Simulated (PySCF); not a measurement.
## [Ta3]− at several levels of theory

Computed with PySCF 2.14.0 (density fitting, no spin-orbit coupling) at the geometry relaxed with TPSS:

```xyz
3
[Ta3]− (triplet)
Ta    1.4638   -0.0644    0.0000
Ta   -0.7870    1.2360    0.0000
Ta   -0.6768   -1.1716    0.0000
```

```
 level                    basis    state  HOMO (eV)  gap (eV)  charge on Ta1 (e)  dipole about the centre of mass (D)  largest force component (eV/Å)
  TPSS   Ta def2-SVP with ECP60  triplet       1.01      0.44              -0.35                                 0.43                            0.01
  PBE0                 the same  triplet       0.18      1.78              -0.35                                 0.24                            0.43
   PBE                 the same  triplet       1.02      0.32              -0.35                                 0.41                            0.16
r2SCAN                 the same  triplet       0.78      0.77              -0.34                                 0.25                            0.25
  TPSS  Ta def2-TZVP with ECP60  triplet       1.06      0.40              -0.39                                 0.32                            0.10
  TPSS            Ta x2c-SVPall  triplet       0.98      0.39              -0.44                                 0.36                            1.05
```

HOMO and gap are taken over both spins. Charges are Mulliken's, which hang on the basis. The relaxation used the grid (50, 194), these runs (75, 302) or, all-electron (x2c bases, spin-free X2C Hamiltonian), (99, 590).

What does BP86 with Ta def2-SVP with ECP60 give here?

state triplet, HOMO (eV) 0.89, gap (eV) 0.32, charge on Ta1 (e) -0.35, dipole about the centre of mass (D) 0.40, largest force component (eV/Å) 0.08. Time: 7 s on 2 threads of Arm Neoverse V1, on a shared host, from an already converged density.

No frequency check is given that shows the relaxed geometry to be a minimum. The relaxed state is spin-contaminated (spin squared 2.68 against 2.00). Open shells may have lower solutions than the one found.

The highest filled level of some runs lies above zero, as often for anions with such functionals and bases.

A gap near or under zero over both spins lies within a partly filled shell and is no excitation energy.

Some runs are spin-contaminated.
